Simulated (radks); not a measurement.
The numbers below are computed, except where a source is named.
Valence configurations of the nickel ion Ni2+ (all share [Ar]). Level of theory: scalar-relativistic Kohn-Sham, SCAN, spin-polarised, spherical densities, finite nucleus; open shells are filled with parallel spins first; meta-GGA in the generalised Kohn-Sham scheme; Fermi nuclear charge, rms radius 3.7757 fm (a radial shooting solver on a logarithmic mesh with Libxc functionals). Energies are relative to 3d8; eigenvalues in eV for spin up.

valence          E (eV)  moment (Bohr magnetons)    e(3d)    e(4p)    e(4s)
3d8               0.000                        2  -29.631        -        -
3d7.5 4s0.5       2.965                        3  -33.296        -  -23.376
3d7.5 4p0.5       6.542                        3  -33.980  -16.457        -
3d7 4p1          13.898                        4  -38.458  -18.157        -
3d6.5 4s0.5 4p1  18.200                        5  -42.442  -19.283  -27.263
3d6 4p2          31.561                        6  -47.875  -20.888        -
3d5 4s2 4p1      40.378                        6  -55.669  -21.735  -30.716

NIST lists [Ar] 3d8 as the ground configuration; this level of theory agrees among the configurations tried. The energies are those of spherical high-spin densities, not of single terms. No valid solution was reached for [Ar] 3d6 4s2; [Ar] 3d6.5 4s1.5; [Ar] 3d7 4s1.
